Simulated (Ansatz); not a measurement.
Geometry optimisation of Cu₄Ag⁻.

```yaml
crystal:
  periodic: [false, false, false]
  atoms:
    - {symbol: Ag, position_ang: [0.729030, -0.699830, -2.406640]}
    - {symbol: Cu, position_ang: [1.332920, 0.914250, -0.506460]}
    - {symbol: Cu, position_ang: [0.158480, 0.955630, 1.499920]}
    - {symbol: Cu, position_ang: [-0.539730, -0.623150, -0.289830]}
    - {symbol: Cu, position_ang: [-1.680700, -0.546900, 1.703010]}
basis:
  gaussian: {orbitals: def2-SVPD}
total_charge: -1
hamiltonian: {xc: pbe, dispersion: d4}
scf: {lower_state_search: "off"}
output: {orbitals: {seedname: orbitals}}
relax: {f_tol: 0.02, max_steps: 100}
```

```sh
$ ansatz run in.yaml --threads 4 --pin off --events-out ev --progress --plain --max-ram 4787MiB
```

Shortened log:

```
Functional definition: PBE
mean field -182514.74252421 eV, -6707.2930748289 hartree, gradient 1.7e-6 eV, S^2 0.000000; 0 other end points of the search recorded, 0 dependent functions left out
relax step   1: F+E_penalty+E_count = -182515.02191894 eV  Δ(F+E_penalty+E_count) = +0.000e0 eV  max|allowed force component| = 2.489e-1 eV/Å  Δτ_max = 0.0000 Å  (27 SCF iters, accepted)
mean field -182514.75672314 eV, -6707.2935966299 hartree, gradient 2.3e-6 eV, S^2 0.000000; 0 other end points of the search recorded, 0 dependent functions left out
relax step   2: F+E_penalty+E_count = -182515.03549005 eV  Δ(F+E_penalty+E_count) = -1.357e-2 eV  max|allowed force component| = 1.775e-1 eV/Å  Δτ_max = 0.0247 Å  (25 SCF iters, accepted)
mean field -182514.76546564 eV, -6707.2939179110 hartree, gradient 2.8e-6 eV, S^2 0.000000; 0 other end points of the search recorded, 0 dependent functions left out
relax step   3: F+E_penalty+E_count = -182515.04375914 eV  Δ(F+E_penalty+E_count) = -8.269e-3 eV  max|allowed force component| = 7.250e-2 eV/Å  Δτ_max = 0.0588 Å  (26 SCF iters, accepted)
mean field -182514.76651405 eV, -6707.2939564394 hartree, gradient 9.5e-7 eV, S^2 0.000000; 0 other end points of the search recorded, 0 dependent functions left out
relax step   4: F+E_penalty+E_count = -182515.04469267 eV  Δ(F+E_penalty+E_count) = -9.335e-4 eV  max|allowed force component| = 9.495e-3 eV/Å  Δτ_max = 0.0115 Å  (27 SCF iters, accepted)
Total energy: -182515.04472929 eV, -6707.3041806609 hartree
Atom 0 at     0.710827    -0.727465    -2.429483 Å, force    -0.004497     0.001719     0.009495 eV/Å
Atom 1 at     1.355796     0.929348    -0.507762 Å, force    -0.006229    -0.005742     0.004676 eV/Å
Atom 2 at     0.140059     0.936066     1.483769 Å, force    -0.001689    -0.002795    -0.007550 eV/Å
Atom 3 at    -0.499894    -0.568669    -0.257851 Å, force     0.007435     0.006155    -0.004264 eV/Å
Atom 4 at    -1.706788    -0.569279     1.711327 Å, force     0.004980     0.000662    -0.002357 eV/Å
Dipole moment:     0.094208     0.020671    -0.107443 e Å
Checks for a lower state left out: stability, starts, cluster_reference, orbital_swaps, neighbouring_geometries, increment
```

Hardware: 4 threads of Arm Neoverse V1 on a shared host. Wall time 13 s.

In the def2 sets Ag takes a core potential; there is no spin–orbit coupling. The restricted singlet is unstable towards broken spin symmetry in Hartree–Fock (as tested in another run); at PBE-D4/def2-SVPD this wasn't settled. The highest occupied level of the charge -1 singlet lies above zero (up to 0.06 eV). The electron is either unbound and held by the finite basis, or the level is raised by self-interaction error. The relaxation made no stability test and no search for a lower SCF solution. No other spin state of charge -1 was run. The structure comes from a short search, and lower isomers may exist.
